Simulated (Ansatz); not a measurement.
Abstraction of F: C2H2F4 + CHBr2 → C2H2F3 + CHBr2F

Species: C2H2F4 (norflurane) `FCC(F)(F)F`, singlet; CHBr2 `Br[CH]Br`, doublet; C2H2F3 `[CH2]C(F)(F)F`, doublet; CHBr2F (dibromofluoromethane) `FC(Br)Br`, singlet. A radical takes F: the energy is the difference in strength between two C–F bonds in different surroundings.

Shapes, held fixed at every level: PBE0-D4/def2-TZVP. Programs: Ansatz 0.2.0. The zero-point and thermal change to 298 K, harmonic and unscaled (PBE0-D4/def2-TZVP), is -4.9 kJ/mol.

```json
{"level": "MP2/def2-TZVPP", "kind": "perturbation theory", "ΔH(298 K) (kJ/mol)": "+8.7", "less CCSD(T)/def2-TZVPP": "-6.7"}
{"level": "HF/def2-SVP", "kind": "Hartree–Fock", "ΔH(298 K) (kJ/mol)": "+18.3", "less CCSD(T)/def2-TZVPP": "+2.9"}
{"level": "SPW92/def2-TZVPP", "kind": "LDA", "ΔH(298 K) (kJ/mol)": "+18.7", "less CCSD(T)/def2-TZVPP": "+3.3"}
{"level": "PBE0-D4/def2-TZVPP", "kind": "global hybrid", "ΔH(298 K) (kJ/mol)": "+13.7", "less CCSD(T)/def2-TZVPP": "-1.7"}
{"level": "wB97X-V/def2-TZVPP", "kind": "range-separated hybrid", "ΔH(298 K) (kJ/mol)": "+16.7", "less CCSD(T)/def2-TZVPP": "+1.3"}
{"level": "CCSD(T)/def2-SVP", "kind": "coupled cluster or CI", "ΔH(298 K) (kJ/mol)": "+19.8", "less CCSD(T)/def2-TZVPP": "+4.4"}
{"level": "CCSD/def2-TZVPP", "kind": "coupled cluster or CI", "ΔH(298 K) (kJ/mol)": "+16.5", "less CCSD(T)/def2-TZVPP": "+1.1"}
{"level": "CCSD(T)/def2-TZVPP", "kind": "coupled cluster or CI", "ΔH(298 K) (kJ/mol)": "+15.4", "less CCSD(T)/def2-TZVPP": "0.0"}
```

The highest level, CCSD(T)/def2-TZVPP, gives ΔH(298 K) = +15.4 kJ/mol; the levels span +8.7 to +19.8. The column of differences is taken from that level and isn't an error. No measured value is set beside it here. Open shells run unrestricted. Relativity is left out for Br. Outer-core shells of Br are correlated in most correlated rows, in sets that cover them unevenly.
